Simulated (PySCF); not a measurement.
Compound: C5H6N3O (doublet state).
Numbering: `[CH:1]1=[N:2][NH:3][C:4]2[O:5][CH2:6][CH2:7][C:8]2=[N:9]1` (hydrogens: H10 on C1; H11 on N3; H12, H13 on C6; H14, H15 on C7)

Computed with PySCF, UKS B3LYP, pcH-1 on C H N O, non-relativistic, mean-field spin-orbit, GIAO. Isolated species at its GFN2-xTB geometry, gas phase. A GFN2-xTB geometry isn't a minimum of the functional, and hyperfine couplings can be far from their values at a DFT geometry. No stability test was run, so a lower SCF solution isn't excluded.

Question: The isotropic 1H couplings, averaged over equivalent nuclei, are +30.3, -25.1, +2.6, -1.2 MHz. Assign them to H10; H11; H12/H13; H14/H15.

Answer: 
| site | a_iso (MHz) | ρ(0) (bohr⁻³) | position | distance from N9 (Å) | bound to | spin population there | largest \|T\| (MHz) |
| --- | --- | --- | --- | --- | --- | --- | --- |
| H10 | +2.6 | +0.0006 | 2 bonds from N2, on C1 of spin population -0.12 | 2.05 | C1 | -0.12 | 4.5 |
| H11 | -25.1 | -0.0056 | 1 bond from N3 | 3.78 | N3 | +0.24 | 22.8 |
| H12/H13 | -1.2 | -0.0003 | 4 bonds from N3 | 4.41 | C6 | 0.00 | 2.6 |
| H14/H15 | +30.3 | +0.0068 | 3 bonds from N9 | 2.95 | C7 | -0.02 | 3.8 |

ρ(0) is the spin density at the nucleus and T the dipolar tensor; entries for several nuclei are means. The largest Mulliken spin populations are on N9 (+0.35), N2 (+0.27), N3 (+0.24) and C8 (+0.15). The positive populations add up to 1.16 and the negative ones to -0.16, together 2S = 1. Main spin sites, with 60 % or more of the largest population: N2, N3, N9; positions count bonds from the nearest.

The spin density at the nucleus, in bohr⁻³, is negative for C1 (-0.0214), C7 (-0.0092) and C4 (-0.0084), for instance. A restricted open-shell determinant has no negative spin density anywhere; here it arises because α and β orbitals differ (spin polarisation).

Class means assume fast exchange of nuclei equivalent by connectivity; if that motion is slow, each nucleus keeps its own coupling.

The SMILES `C1=NN[C]2OCCC2=N1` draws the unpaired electron on C4, whose computed spin population is only +0.09.
